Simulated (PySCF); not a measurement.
C3H10NSi2 (doublet state).
Geometry (GFN2-xTB, Å), atoms numbered from 1 in this order:
```xyz
16
C3H10NSi2 angstrom
C      2.523    0.055   -0.173
Si     0.830   -0.453    0.520
C     -0.353   -1.159   -0.707
C     -1.749   -0.738   -0.531
Si    -1.712    1.057    0.162
N     -0.176    0.931    0.920
H      3.074   -0.821   -0.497
H      3.120    0.553    0.584
H      2.433    0.725   -1.023
H      1.033   -1.223    1.765
H     -0.087   -1.715   -1.592
H     -2.221   -1.326    0.263
H     -2.350   -0.871   -1.429
H     -2.784    1.298    1.130
H     -1.754    2.040   -0.929
H      0.166    1.657    1.525
```

The hyperfine couplings belong to this conformer and change with its torsions.

Identity: `C[Si@@H]1[CH]C[SiH2]N1` [radical].

Computed with UKS B3LYP, pcH-1 on C H N Si, non-relativistic, mean-field spin-orbit, GIAO (PySCF). Geometry: GFN2-xTB, one conformer, isolated molecule. The geometry wasn't refined by DFT: couplings that depend on bond lengths, twists or pyramidal angles can differ widely from those at the functional's own minimum. The SCF solution wasn't tested for stability.

Largest spin populations (Mulliken): C3 (+0.97), C4 (-0.07) and H12 (+0.07). C3 is the only atom above +0.15. The positive populations add up to 1.13 and the negative ones to -0.13, together 2S = 1. The angles at C3 add up to 359.4°, so it is planar; its axial dipolar tensor and the negative coupling of its proton fit spin in a p orbital normal to that plane.

Question: Find Q in a(H) = Q·ρ(C) for the protons on the planar carbons that carry spin.

Answer: 
```tsv
H	C	ρ(C)	a(H) (G)	a/ρ (G)
H11	C3	+0.967	-20.19	-20.9
```

One proton gives one ratio, Q = -20.9 G, and no test of linearity. In McConnell's picture π spin on carbon polarises the C–H bond and leaves opposite spin at the proton, which makes Q negative, as found here.

Question: List the C–H protons on four-coordinate carbons next to a three-coordinate spin centre, with their couplings and θ (C–H bond against the normal to the plane of the centre's neighbours, projected along the bond that joins the two).

Answer: 
```csv
β H,on,centre,θ (°),cos²θ,a (G)
H12,C4,C3,13,0.95,+58.38
H13,C4,C3,73,0.08,+2.83
```

Couplings in gauss use g_iso = 2.0027.
